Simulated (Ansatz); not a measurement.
Ansatz (a first-principles code) job for SiBrF₂, SMILES F[Si](Br)F, multiplicity 2, PBE-D3(BJ)/def2-SVP. 

Ansatz 0.2 input:
```yaml
crystal:
  periodic: [false, false, false]
  atoms:
    - {symbol: Si, position_ang: [-0.94374987, -0.42698082, 0.00000000]}
    - {symbol: Br, position_ang: [1.21835650, 0.04137586, 0.00000000]}
    - {symbol: F, position_ang: [-1.63499886, 0.25164314, 1.29013743]}
    - {symbol: F, position_ang: [-1.63499885, 0.25164314, -1.29013744]}
basis:
  gaussian:
    orbitals: def2-SVP
hamiltonian:
  xc: pbe
  dispersion: d3bj
magnetization: {spin_polarized: true, initial_magnetization: 1}
relax: {f_tol: 0.002, max_steps: 200}
```

It prints:

```
WARN ansatz: RAYON_NUM_THREADS=1 ignored (pool sized by the plan → 1); use --threads N
Functional definition: PBE
integrals: 0.03 GiB planned
837 factors; their error is unknown
mean field: 0.21 GiB planned
mean field evaluation 1: about -83322.9558 eV, gradient 3.0e1 eV
mean field evaluation 2: about -83309.0164 eV, gradient 7.2e1 eV
mean field evaluation 4: about -83325.8013 eV, gradient 2.1e0 eV
mean field evaluation 8: about -83325.8276 eV, gradient 2.7e-2 eV
mean field evaluation 16: about -83325.7308 eV, gradient 5.9e-5 eV
mean field -83325.73084000 eV, -3062.1641281612 hartree, gradient 1.2e-5 eV, S^2 0.751503; 0 other end points of the search recorded, 0 dependent functions left out
the calculation of the forces begins
reference -83325.73086800 eV, -3062.1641291901 hartree; 34, 33 occupied and 44, 45 virtual orbitals, 837 factors
relax step   1: F+E_penalty+E_count = -83325.81262910 eV  Δ(F+E_penalty+E_count) = +0.000e0 eV  max|allowed force component| = 5.599e-1 eV/Å  Δτ_max = 0.0000 Å  (29 SCF iters, accepted)
these checks for a lower state are left out or cut short: starts, cluster_reference, orbital_swaps, neighbouring_geometries, increment
integrals: 0.03 GiB planned
837 factors; their error is unknown
mean field: 0.21 GiB planned
mean field -83325.74300133 eV, -3062.1645750816 hartree, gradient 4.5e-5 eV, S^2 0.751561; 0 other end points of the search recorded, 0 dependent functions left out
the calculation of the forces begins
reference -83325.74302932 eV, -3062.1645761104 hartree; 34, 33 occupied and 44, 45 virtual orbitals, 837 factors
relax step   2: F+E_penalty+E_count = -83325.82439229 eV  Δ(F+E_penalty+E_count) = -1.176e-2 eV  max|allowed force component| = 3.502e-1 eV/Å  Δτ_max = 0.0230 Å  (28 SCF iters, accepted)
these checks for a lower state are left out or cut short: starts, cluster_reference, orbital_swaps, neighbouring_geometries, increment
integrals: 0.03 GiB planned
837 factors; their error is unknown
mean field: 0.21 GiB planned
mean field -83325.74641117 eV, -3062.1647003909 hartree, gradient 5.0e-5 eV, S^2 0.751592; 0 other end points of the search recorded, 0 dependent functions left out
the calculation of the forces begins
reference -83325.74643897 eV, -3062.1647014128 hartree; 34, 33 occupied and 44, 45 virtual orbitals, 837 factors
relax step   3: F+E_penalty+E_count = -83325.82778822 eV  Δ(F+E_penalty+E_count) = -3.396e-3 eV  max|allowed force component| = 1.343e-1 eV/Å  Δτ_max = 0.0155 Å  (28 SCF iters, accepted)
these checks for a lower state are left out or cut short: starts, cluster_reference, orbital_swaps, neighbouring_geometries, increment
integrals: 0.03 GiB planned
837 factors; their error is unknown
mean field: 0.21 GiB planned
mean field evaluation 32: about -83325.8399 eV, gradient 1.6e-3 eV
mean field -83325.74711118 eV, -3062.1647261158 hartree, gradient 5.6e-5 eV, S^2 0.751588; 0 other end points of the search recorded, 0 dependent functions left out
the calculation of the forces begins
reference -83325.74713902 eV, -3062.1647271391 hartree; 34, 33 occupied and 44, 45 virtual orbitals, 837 factors
relax step   4: F+E_penalty+E_count = -83325.82841527 eV  Δ(F+E_penalty+E_count) = -6.270e-4 eV  max|allowed force component| = 4.032e-2 eV/Å  Δτ_max = 0.0077 Å  (27 SCF iters, accepted)
these checks for a lower state are left out or cut short: starts, cluster_reference, orbital_swaps, neighbouring_geometries, increment
integrals: 0.03 GiB planned
837 factors; their error is unknown
mean field: 0.21 GiB planned
mean field -83325.74713628 eV, -3062.1647270383 hartree, gradient 2.6e-5 eV, S^2 0.751585; 0 other end points of the search recorded, 0 dependent functions left out
the calculation of the forces begins
reference -83325.74716412 eV, -3062.1647280614 hartree; 34, 33 occupied and 44, 45 virtual orbitals, 837 factors
relax step   5: F+E_penalty+E_count = -83325.82845490 eV  Δ(F+E_penalty+E_count) = -3.963e-5 eV  max|allowed force component| = 9.960e-3 eV/Å  Δτ_max = 0.0012 Å  (22 SCF iters, accepted)
these checks for a lower state are left out or cut short: starts, cluster_reference, orbital_swaps, neighbouring_geometries, increment
integrals: 0.03 GiB planned
837 factors; their error is unknown
mean field: 0.21 GiB planned
mean field -83325.74711951 eV, -3062.1647264219 hartree, gradient 3.6e-5 eV, S^2 0.751584; 0 other end points of the search recorded, 0 dependent functions left out
the calculation of the forces begins
reference -83325.74714733 eV, -3062.1647274445 hartree; 34, 33 occupied and 44, 45 virtual orbitals, 837 factors
relax step   6: F+E_penalty+E_count = -83325.82845013 eV  Δ(F+E_penalty+E_count) = +4.765e-6 eV  max|allowed force component| = 1.655e-2 eV/Å  Δτ_max = 0.0011 Å  (21 SCF iters, rejected (line search))
these checks for a lower state are left out or cut short: starts, cluster_reference, orbital_swaps, neighbouring_geometries, increment
integrals: 0.03 GiB planned
837 factors; their error is unknown
mean field: 0.21 GiB planned
mean field -83325.74713200 eV, -3062.1647268811 hartree, gradient 1.5e-5 eV, S^2 0.751583; 0 other end points of the search recorded, 0 dependent functions left out
the calculation of the forces begins
reference -83325.74715984 eV, -3062.1647279041 hartree; 34, 33 occupied and 44, 45 virtual orbitals, 837 factors
relax step   7: F+E_penalty+E_count = -83325.82845827 eV  Δ(F+E_penalty+E_count) = -3.376e-6 eV  max|allowed force component| = 2.378e-4 eV/Å  Δτ_max = 0.0006 Å  (21 SCF iters, accepted)
integrals: 0.03 GiB planned
837 factors; their error is unknown
mean field: 0.21 GiB planned
mean field evaluation 64: about -83325.7471 eV, gradient 5.4e-4 eV
mean field -83325.74713200 eV, -3062.1647268811 hartree, gradient 1.5e-5 eV, S^2 0.751583; 1 other end points of the search recorded, 0 dependent functions left out
the calculation of the forces begins
reference -83325.74715984 eV, -3062.1647279041 hartree; 34, 33 occupied and 44, 45 virtual orbitals, 837 factors
Total energy: -83325.82848611 eV, -3062.1677165893 hartree
Atom 0 at    -0.945703    -0.430397    -0.000000 Å, force     0.000238     0.000178    -0.000000 eV/Å
Atom 1 at     1.241127     0.040962     0.000000 Å, force    -0.000094    -0.000093     0.000000 eV/Å
Atom 2 at    -1.645407     0.253558     1.305492 Å, force    -0.000072    -0.000043    -0.000139 eV/Å
Atom 3 at    -1.645407     0.253558    -1.305492 Å, force    -0.000072    -0.000043     0.000139 eV/Å
Dipole moment:     0.062795    -0.206237     0.000000 e Å
```

The run converged.
